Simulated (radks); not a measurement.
Valence configurations of Eu II (all share [Xe]). Calculated with a radial shooting solver on a logarithmic mesh with Libxc functionals: scalar-relativistic Kohn-Sham, LDA (Slater exchange, Perdew-Wang correlation), spin-polarised, spherical densities, finite nucleus; open shells are filled with parallel spins first (spin-orbit coupling, left out, can overturn this in heavy ions); Fermi nuclear charge, rms radius 5.1115 fm. Energies are relative to 4f7 6s1; eigenvalues in eV for spin up.

valence              E (eV)  moment (Bohr magnetons)    e(4f)    e(5d)   e(6p)    e(6s)
4f7 6s1               0.000                        8  -10.516        -       -   -9.138
4f7 6s0.5 6p0.5       1.695                        8  -11.137        -  -6.091   -9.480
4f6.5 5d0.5 6s1       1.901                        8  -13.347   -8.514       -   -9.520
4f6.5 6s1 6p0.5       3.289                        8  -15.023        -  -6.632  -10.313
4f6 6s2               5.420                        6  -18.794        -       -  -10.402
4f6 6s1 6p1           8.512                        8  -19.895        -  -7.420  -11.422
4f5 5d1 6s1 6p1      19.439                        8  -26.707  -13.154  -7.741  -12.031
4f5 6s2 6p1          22.202                        6  -29.530        -  -8.124  -12.635
4f4.5 5d0.5 6s1 6p2  33.705                        8  -34.217  -16.469  -9.001  -13.796
4f4 5d1 6s1 6p2      43.352                        8  -38.055  -17.309  -9.136  -14.059

NIST lists [Xe] 4f7 6s1 as the ground configuration; this level of theory agrees among the configurations tried. The energies are those of spherical high-spin densities, not of single terms.
